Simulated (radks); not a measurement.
The numbers below are computed, except where a source is named.
Question: All-electron atom: Sb in [Kr] 4d10 5s2 5p3. Level of theory: scalar-relativistic Kohn-Sham, LDA (Slater exchange, VWN5 correlation), spin-polarised, spherical densities, finite nucleus; open shells are filled with parallel spins first (spin-orbit coupling, left out, can overturn this in heavy ions); Fermi nuclear charge, rms radius 4.6802 fm; hard spherical wall at 1.5 bohr (a radial shooting solver on a logarithmic mesh with Libxc functionals). Some entries of the table are withheld. Estimate them.

| orbital | occ. | eigenvalue (Ry) | <1/r> (bohr^-1) |
|---|---|---|---|
| 1s up | 1 | -2210.177 | 54.26 |
| 1s down | 1 | -2210.071 | 54.26 |
| 2s up | 1 | -325.0571 | 12.39 |
| 2s down | 1 | -324.9883 | 12.39 |
| 2p up | 3 | -290.4986 | 11.90 |
| 2p down | 3 | -290.4049 | 11.90 |
| 3s up | 1 | -54.47222 | 4.369 |
| 3s down | 1 | -54.37531 | 4.369 |
| 3p up | 3 | -43.23820 | 4.153 |
| 3p down | 3 | -43.13301 | 4.153 |
| 3d up | 5 | -25.89041 | 3.912 |
| 3d down | 5 | -25.78794 | 3.913 |
| 4s up | 1 | -2.04375 | 1.745 |
| 4s down | 1 | -1.90226 | 1.743 |
| 4p up | 3 | 1.48542 | 1.649 |
| 4p down | 3 | 1.62712 | 1.648 |
| 4d up | 5 | 7.05593 | 1.523 |
| 4d down | 5 | 7.20028 | 1.523 |
| 4f up | 0 | 13.30231 | 1.290 |
| 4f down | 0 | 13.45577 | 1.291 |
| 5s up | 1 | 19.01412 | 1.708 |
| 5s down | 1 | 19.24745 | 1.709 |
| 5p up | 3 | 21.96740 | 1.732 |
| 5p down | 0 | 22.20188 | 1.732 |
| 5d up | 0 | 26.27049 | (1) |
| 5d down | 0 | 26.49802 | (2) |
| 6s up | 0 | (3) | 1.963 |
| 6s down | 0 | (4) | 1.964 |

Answer: 
(1) 5d up <1/r> (bohr^-1): 1.742
(2) 5d down <1/r> (bohr^-1): 1.742
(3) 6s up eigenvalue (Ry): 51.96035
(4) 6s down eigenvalue (Ry): 52.12858
